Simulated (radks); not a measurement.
Question: The mean radii <r> (bohr) of the occupied orbitals of an atom or ion are listed with their occupations. Method: scalar-relativistic Kohn-Sham, PBEsol, spin-polarised, spherical densities, finite nucleus; Fermi nuclear charge, rms radius of each element as measured or else 0.836 A^(1/3) + 0.57 fm; computed with a radial shooting solver on a logarithmic mesh with Libxc functionals.

| orbital | occ. | <r> |
|---|---|---|
| 1s up | 1 | 0.1577 |
| 1s down | 1 | 0.1574 |
| 2s up | 1 | 0.7325 |
| 2s down | 1 | 0.7394 |
| 2p up | 1 | 0.6640 |

Name the element and its charge. Open shells, if any, are filled with parallel spins first.

Answer: Z = 10, neon, charge +5: Ne5+ in [He] 2s2 2p1. The 1s radius gives Z: for a bare nucleus <r> = (2 gamma + 1)/(2Z) with gamma = sqrt(1 - (Z/c)^2), 0.1497 bohr for Z = 10, and screening makes it slightly larger (0.1577 here). The occupations add up to 5, and the charge is Z minus that.
